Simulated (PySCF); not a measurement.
Compound: C4H12Ge.
SMILES: `C[CH2][GeH]([CH3])[CH3]`

A PySCF run (density fitting, gas phase, GFN2-xTB geometry) gave HOMO -6.68 eV, LUMO 0.00 eV, dipole 0.49 D and E = -2232.031 Eh.

Question: Which of these levels was it?
A. CAM-B3LYP/pcseg-1
B. KT2/6-31G*
C. LDA/def2-TZVP

Answer: C. It is LDA/def2-TZVP. All candidates on this geometry:

```json
{"level and settings": "LDA/def2-TZVP", "kind": "LDA", "basis functions": "244", "SCF cycles": "12", "E (Eh)": "-2232.0311", "HOMO (eV)": "-6.68", "LUMO (eV)": "0.00", "dipole (D)": "0.49"}
{"level and settings": "KT2/6-31G*, energy threshold 1e-07 Eh", "kind": "GGA", "basis functions": "112", "SCF cycles": "8", "E (Eh)": "-2247.6885", "HOMO (eV)": "-6.42", "LUMO (eV)": "0.95", "dipole (D)": "0.55"}
{"level and settings": "CAM-B3LYP/pcseg-1, grid level 4, start guess atom", "kind": "range-separated hybrid", "basis functions": "143", "SCF cycles": "10", "E (Eh)": "-2236.4170", "HOMO (eV)": "-9.16", "LUMO (eV)": "1.97", "dipole (D)": "0.46"}
```

The nearest other candidate, by the summed differences of HOMO and LUMO, is KT2/6-31G*: its HOMO differs by +0.26 eV and its LUMO by +0.95 eV. Cycle counts include a coarse-grid stage where the run had one. All basis functions are spherical, in the Pople sets too. KT2 was designed for NMR shieldings or shifts; total energies of different functionals aren't comparable.

The values belong to the conformer `[CH3:1][CH2:2][GeH:3]([CH3:4])[CH3:5]`: C1–C2–Ge3–C4 61°.
